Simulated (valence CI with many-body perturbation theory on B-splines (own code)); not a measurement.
**E1 transitions of Os42+**

Calculated by relativistic CI+MBPT: six valence electrons over a frozen Dirac-Fock core [Ar] 3d10, radial functions for each j: 9 s, 9 p, 8 d, 6 f, 3 g, 1 h, with the one-electron correlation potential Σ1, the two-electron term Σ2, the three-electron term Σ3, Breit, model QED; selected CI, second order for the rest, scaled by the run's own slope (own B-spline code, finite nucleus).

The last digits are not significant, and no measured levels were compared; by estimate large intervals hold to a few tenths of a per cent, small ones and those within an open d or f shell to about a per cent. Among the levels kept, up to 650 cm⁻¹ of a level comes from second order outside the variational space, and about a tenth of that is noise between levels of different J, which matters for small intervals.

Lines 51 to 100 of 108 in falling wavelength, among levels below 2632900 cm⁻¹, chosen from the strongest by gf and those to the six lowest levels. Wavelengths and rates use the calculated energies. Electric multipoles are in the length gauge with retardation, E1 and E2 with the static RPA response of the core. Weak lines are less certain than strong ones. Lines between different terms over intervals too small for the method are left out, as are lines whose strength nearly cancels. The highest levels of a list are the least certain.

Levels are named by their leading jj configuration (3d3/2^4 stands for four electrons in 3d with j = 3/2), which in mixed levels can hold well under half, so a name can repeat and another be missing. Letters in brackets count levels of one name in rising energy.

```tsv
λ vac (nm)	Upper	Lower	A (s⁻¹)	S (a.u.) with core polarisation	S without
7.939	(4s^2 4p1/2 4p3/2^2 4d3/2) J=0	(4s^2 4p1/2 4p3/2^3) J=1	1.48e+10	3.65e-03	3.83e-03
7.790	(4s^2 4p1/2^2 4d3/2^2) J=2	(4s^2 4p1/2^2 4p3/2 4d3/2) J=3	7.56e+09	8.82e-03	9.28e-03
7.742	(4s^2 4p1/2^2 4d3/2^2) J=2	(4s^2 4p1/2^2 4p3/2 4d3/2) J=1	1.15e+10	1.31e-02	1.38e-02
7.727	(4s^2 4p1/2^2 4p3/2 4d3/2) J=2	(4s^2 4p1/2^2 4p3/2^2) J=2	1.06e+10	1.20e-02	1.26e-02
7.598	(4s^2 4p1/2^2 4d3/2^2) J=2	(4s^2 4p1/2^2 4p3/2 4d3/2) J=2	9.34e+09	1.01e-02	1.06e-02
7.583	(4s^2 4p1/2^2 4p3/2 4d3/2) J=1	(4s^2 4p1/2^2 4p3/2^2) J=2	1.55e+10	9.98e-03	1.05e-02
7.538	(4s^2 4p1/2^2 4p3/2 4d3/2) J=3	(4s^2 4p1/2^2 4p3/2^2) J=2	4.41e+08	6.53e-04	6.94e-04
7.503	(4s^2 4p1/2 4p3/2^2 4d3/2) J=2 [b]	(4s^2 4p1/2 4p3/2^3) J=2	1.90e+09	1.98e-03	2.09e-03
7.298	(4s^2 4p1/2 4p3/2^2 4d3/2) J=2 [b]	(4s^2 4p1/2 4p3/2^3) J=1	2.57e+07	2.46e-05	2.57e-05
7.155	(4s^2 4p1/2 4p3/2^2 4d5/2) J=3 [a]	(4s^2 4p1/2 4p3/2^3) J=2	2.08e+08	2.63e-04	2.78e-04
7.073	(4s^2 4p1/2 4p3/2^2 4d3/2) J=2 [c]	(4s^2 4p1/2 4p3/2^3) J=2	1.88e+09	1.64e-03	1.74e-03
7.046	(4s^2 4p1/2 4p3/2^2 4d3/2) J=3 [b]	(4s^2 4p1/2 4p3/2^3) J=2	9.60e+08	1.16e-03	1.22e-03
7.046	(4s^2 4p1/2 4p3/2^2 4d3/2) J=1 [b]	(4s^2 4p1/2 4p3/2^3) J=2	2.55e+08	1.32e-04	1.34e-04
6.890	(4s^2 4p1/2 4p3/2^2 4d3/2) J=2 [c]	(4s^2 4p1/2 4p3/2^3) J=1	2.75e+09	2.22e-03	2.35e-03
6.886	(4s^2 4p1/2 4p3/2^2 4d5/2) J=1 [a]	(4s^2 4p1/2 4p3/2^3) J=2	1.57e+10	7.59e-03	7.91e-03
6.865	(4s^2 4p1/2 4p3/2^2 4d3/2) J=1 [b]	(4s^2 4p1/2 4p3/2^3) J=1	2.39e+08	1.15e-04	1.17e-04
6.726	(4s^2 4p1/2 4p3/2^2 4d3/2) J=1 [c]	(4s^2 4p1/2 4p3/2^3) J=2	6.17e+09	2.78e-03	2.94e-03
6.712	(4s^2 4p1/2 4p3/2^2 4d5/2) J=1 [a]	(4s^2 4p1/2 4p3/2^3) J=1	1.30e+10	5.81e-03	6.09e-03
6.710	(4s^2 4p1/2 4p3/2^2 4d5/2) J=0	(4s^2 4p1/2 4p3/2^3) J=1	1.80e+10	2.69e-03	2.81e-03
6.664	(4s^2 4p1/2^2 4p3/2 4d5/2) J=2	(4s^2 4p1/2^2 4p3/2^2) J=2	5.89e+10	4.30e-02	4.51e-02
6.561	(4s^2 4p1/2 4p3/2^2 4d3/2) J=1 [c]	(4s^2 4p1/2 4p3/2^3) J=1	3.60e+09	1.50e-03	1.59e-03
6.506	(4s^2 4p1/2 4p3/2^2 4d5/2) J=2 [a]	(4s^2 4p1/2 4p3/2^3) J=2	2.15e+09	1.46e-03	1.54e-03
6.408	(4s^2 4p1/2^2 4p3/2 4d5/2) J=1	(4s^2 4p1/2^2 4p3/2^2) J=0	2.03e+11	7.91e-02	8.32e-02
6.389	(4s^2 4p1/2 4p3/2^2 4d5/2) J=3 [b]	(4s^2 4p1/2 4p3/2^3) J=2	1.25e+09	1.13e-03	1.18e-03
6.351	(4s^2 4p1/2 4p3/2^2 4d5/2) J=2 [a]	(4s^2 4p1/2 4p3/2^3) J=1	5.05e+09	3.19e-03	3.36e-03
6.265	(4s^2 4p1/2 4p3/2^2 4d5/2) J=2 [b]	(4s^2 4p1/2 4p3/2^3) J=2	2.11e+11	1.28e-01	1.35e-01
6.220	(4s^2 4p1/2^2 4p3/2 4d5/2) J=3	(4s^2 4p1/2^2 4p3/2^2) J=2	5.06e+11	4.21e-01	4.43e-01
6.215	(4s^2 4p1/2 4p3/2^2 4d5/2) J=1 [b]	(4s^2 4p1/2 4p3/2^3) J=2	9.83e+10	3.49e-02	3.68e-02
6.122	(4s^2 4p1/2 4p3/2^2 4d5/2) J=2 [b]	(4s^2 4p1/2 4p3/2^3) J=1	3.25e+11	1.84e-01	1.94e-01
6.118	(4s^2 4p1/2^2 4p3/2 4d5/2) J=1	(4s^2 4p1/2^2 4p3/2^2) J=2	9.27e+10	3.14e-02	3.31e-02
6.116	(4s^2 4p1/2 4p3/2^2 4d5/2) J=3 [c]	(4s^2 4p1/2 4p3/2^3) J=2	6.81e+11	5.38e-01	5.66e-01
6.074	(4s^2 4p1/2 4p3/2^2 4d5/2) J=1 [b]	(4s^2 4p1/2 4p3/2^3) J=1	5.64e+11	1.87e-01	1.97e-01
6.038	(4s^2 4p1/2 4p3/2^2 4d5/2) J=2 [c]	(4s^2 4p1/2 4p3/2^3) J=2	4.82e+11	2.62e-01	2.76e-01
5.905	(4s^2 4p1/2 4p3/2^2 4d5/2) J=2 [c]	(4s^2 4p1/2 4p3/2^3) J=1	6.36e+11	3.23e-01	3.40e-01
5.726	(4s 4p1/2^2 4p3/2^3) J=2	(4s^2 4p1/2^2 4p3/2^2) J=2	4.60e+11	2.13e-01	2.25e-01
5.664	(4s 4p1/2^2 4p3/2^3) J=1	(4s^2 4p1/2^2 4p3/2^2) J=0	2.99e+11	8.05e-02	8.51e-02
5.436	(4s 4p1/2^2 4p3/2^3) J=1	(4s^2 4p1/2^2 4p3/2^2) J=2	3.97e+11	9.44e-02	9.98e-02
4.896	(4s^2 4p1/2 4p3/2^2 4d3/2) J=1 [a]	(4s^2 4p1/2^2 4p3/2^2) J=0	2.03e+10	3.53e-03	3.73e-03
4.725	(4s^2 4p1/2 4p3/2^2 4d3/2) J=1 [a]	(4s^2 4p1/2^2 4p3/2^2) J=2	3.50e+10	5.47e-03	5.78e-03
4.723	(4s^2 4p1/2 4p3/2^2 4d3/2) J=2 [a]	(4s^2 4p1/2^2 4p3/2^2) J=2	6.50e+09	1.69e-03	1.78e-03
4.654	(4s^2 4p1/2 4p3/2^2 4d3/2) J=3 [a]	(4s^2 4p1/2^2 4p3/2^2) J=2	1.82e+10	6.33e-03	6.68e-03
4.485	(4s^2 4p1/2 4p3/2^2 4d3/2) J=2 [b]	(4s^2 4p1/2^2 4p3/2^2) J=2	1.04e+11	2.33e-02	2.46e-02
4.461	(4s^2 4p1/2 4p3/2^2 4d3/2) J=1 [b]	(4s^2 4p1/2^2 4p3/2^2) J=0	1.56e+10	2.05e-03	2.17e-03
4.396	(4s^2 4p1/2 4p3/2^2 4d5/2) J=1 [a]	(4s^2 4p1/2^2 4p3/2^2) J=0	4.52e+10	5.68e-03	6.00e-03
4.359	(4s^2 4p1/2 4p3/2^2 4d5/2) J=3 [a]	(4s^2 4p1/2^2 4p3/2^2) J=2	7.52e+11	2.15e-01	2.27e-01
4.330	(4s^2 4p1/2 4p3/2^2 4d3/2) J=1 [c]	(4s^2 4p1/2^2 4p3/2^2) J=0	1.96e+12	2.36e-01	2.50e-01
4.328	(4s^2 4p1/2 4p3/2^2 4d3/2) J=2 [c]	(4s^2 4p1/2^2 4p3/2^2) J=2	2.04e+12	4.07e-01	4.31e-01
4.318	(4s^2 4p1/2 4p3/2^2 4d3/2) J=3 [b]	(4s^2 4p1/2^2 4p3/2^2) J=2	1.21e+12	3.37e-01	3.56e-01
4.318	(4s^2 4p1/2 4p3/2^2 4d3/2) J=1 [b]	(4s^2 4p1/2^2 4p3/2^2) J=2	2.09e+12	2.49e-01	2.64e-01
4.257	(4s^2 4p1/2 4p3/2^2 4d5/2) J=1 [a]	(4s^2 4p1/2^2 4p3/2^2) J=2	1.72e+11	1.96e-02	2.08e-02
```
